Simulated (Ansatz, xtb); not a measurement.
## Relative energy of two isomers of C7H7N

We compare I, `C=C/C=C/C=C/C#N`, a singlet, with II, `C=C/C=C(\C#N)C=C`, a singlet. Both are isolated molecules in the gas phase, relaxed with PBE-D3(BJ)/def2-SVP; the shapes shown needn't be the lowest conformers.

I (Å):

```xyz
15

C    -1.1128   -2.8051    2.1171
C    -0.3624   -2.6187    1.0027
C    -0.5328   -1.5141    0.0871
C     0.2210   -1.3195   -1.0399
C     0.0371   -0.2142   -1.9397
C     0.7873   -0.0139   -3.0681
C     0.5961    1.0828   -3.9504
N     0.4514    1.9853   -4.6919
H    -1.9160   -2.1002    2.3880
H    -0.9475   -3.6620    2.7867
H     0.4345   -3.3444    0.7605
H    -1.3284   -0.7838    0.3230
H     1.0180   -2.0453   -1.2819
H    -0.7586    0.5117   -1.6990
H     1.5897   -0.7242   -3.3330
```

II (Å):

```xyz
15

C    -0.0813   -3.3945    1.4959
C     0.3777   -2.5516    0.5369
C    -0.4740   -1.6610   -0.2124
C    -0.0600   -0.7862   -1.1951
C     1.3314   -0.7120   -1.5460
C    -0.9927    0.0863   -1.9096
C    -0.6558    0.9650   -2.8803
N     2.4641   -0.6363   -1.8477
H    -1.1523   -3.4394    1.7535
H     0.5983   -4.0603    2.0478
H     1.4560   -2.5293    0.3012
H    -1.5533   -1.6775    0.0173
H    -2.0468   -0.0130   -1.5999
H    -1.4191    1.5868   -3.3700
H     0.3890    1.0847   -3.2091
```

Question: Estimate which is lower in electronic energy at CCSD(T)/def2-SVP + ΔMP2/def2-TZVPP, and by roughly how much.

Answer: CCSD(T)/def2-SVP + ΔMP2/def2-TZVPP gives E(II) − E(I) = +0.06 kcal/mol, slightly favouring structure I, which is too small a margin to settle the true order.

How the difference moves with the method:

```tsv
level	geometry	E(II) − E(I) (kcal/mol)	departure from the last row (kcal/mol)	job, with rough time for the two
GFN2-xTB	GFN2-xTB	+2.15	+2.10	optimisation, 0.15 s
HF/STO-3G	GFN2-xTB	+1.45	+1.40	single point, 0.58 s
r2SCAN-D4/def2-SVP	GFN2-xTB	+2.40	+2.35	single point, 8.1 s
PBE-D3(BJ)/def2-SVP	PBE-D3(BJ)/def2-SVP	+2.58	+2.52	optimisation, 37 s
HF/def2-SVP	PBE-D3(BJ)/def2-SVP	+2.03	+1.97	part of the CCSD(T) run
MP2/def2-SVP	PBE-D3(BJ)/def2-SVP	+0.33	+0.27	part of the CCSD(T) run
CCSD(T)/def2-SVP	PBE-D3(BJ)/def2-SVP	+0.57	+0.51	single point
CCSD(T)/def2-SVP + ΔMP2/def2-TZVPP	PBE-D3(BJ)/def2-SVP	+0.06		single point, 3.7 min
```

As drawn, both hold the same kinds of bond in the same numbers.

The largest departure from CCSD(T)/def2-SVP + ΔMP2/def2-TZVPP is that of PBE-D3(BJ)/def2-SVP, 2.52 kcal/mol. The last row adds to CCSD(T) the change of the MP2 difference between the two basis sets, here −0.51 kcal/mol.

With thermal terms from frequencies at re-optimised GFN2-xTB minima (ideal gas, soft modes damped towards free rotors, one conformer each, 298.15 K, 1 atm): on the last row, ΔE + ΔZPE = +0.05, ΔH = +0.03, ΔG = +0.11 kcal/mol.

The correlated steps freeze 8 core orbitals. Codes used: Ansatz 0.2.0, xtb 6.7.1; the last row on 2 threads of Arm Neoverse V1 on a shared host.
